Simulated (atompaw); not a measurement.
# Which change was made? (Ta, PAW (atompaw))

```
Element                 : Ta (Z = 73)
Generator               : atompaw 4.2.0.5
Type                    : PAW
Functional              : PBE
Relativity              : scalar-relativistic
Frozen core             : [Xe] 4f14
Valence charge          : 5
Reference configuration : 5d3 6s1 6p0 (charge +1)
Partial waves           : 6s (bound): rc 2.90 bohr; 6s channel at 0.6 Ry: rc 2.90 bohr; 6p (bound, empty): rc 2.90 bohr; 6p channel at 0.45 Ry: rc 2.90 bohr; 5d (bound): rc 2.70 bohr; 5d channel at 0.65 Ry: rc 2.90 bohr
Local potential         : ultrasoft scheme with l = 3 at -0.5 Ry, radius 2.60 bohr
Core correction         : smooth core density matched at 2.55 bohr
Augmentation charge     : besselshape compensation charge, radius 2.15 bohr; PAW radius 2.90 bohr; waves and projectors: custom rrkj gramschmidtortho
```

Cutoffs, loose and tight: the cutoffs (Ry, on a coarse ladder) from which the occupation-weighted sum of valence levels, in a spherical-Bessel basis at the reference potential, stays within 10 and 1 mRy of its value at 400 Ry. They see the waves, projectors and local potential, not the compensation charge or the core.

The base gives: outcome: generated; cutoff, loose: 12 Ry; cutoff, tight: 18 Ry; bound ghosts: none.

Problem. After one change the result is: outcome: failed: atompaw: The overlap operator has at least one negative eigenvalue!. Which change was it?
A. augmentation besselshape compensation charge, radius 2.15 bohr; PAW radius 2.90 bohr; waves and projectors: custom polynom2 7 10 vanderbiltortho
B. core [Kr] 4d10, valence charge 27; reference 4f14 5s2 5p6 5d3 6s2 6p0; waves now 5s (bound): rc 1.85 bohr; 6s (bound): rc 2.00 bohr; 5p (bound): rc 2.25 bohr; 6p (bound): rc 2.25 bohr; 5d (bound): rc 2.25 bohr; 5d channel at 0.05 Ry: rc 2.25 bohr; 4f (bound): rc 1.05 bohr; 4f channel at -1.4 Ry: rc 1.05 bohr; local potential ultrasoft scheme with l = 4 at -0.5 Ry, radius 2.15 bohr; core correction smooth core density matched at 1.75 bohr; augmentation besselshape compensation charge, radius 1.65 bohr; PAW radius 2.25 bohr; waves and projectors: custom rrkj gramschmidtortho
C. reference 5d4 6s1 6p0

Solution. B. The others give: augmentation besselshape compensation charge, radius 2.15 bohr; PAW radius 2.90 bohr; waves and projectors: custom polynom2 7 10 vanderbiltortho → outcome: generated; cutoff, loose: 25 Ry; cutoff, tight: 50 Ry; bound ghosts: none | reference 5d4 6s1 6p0 → outcome: generated; cutoff, loose: 12 Ry; cutoff, tight: 18 Ry; bound ghosts: p.
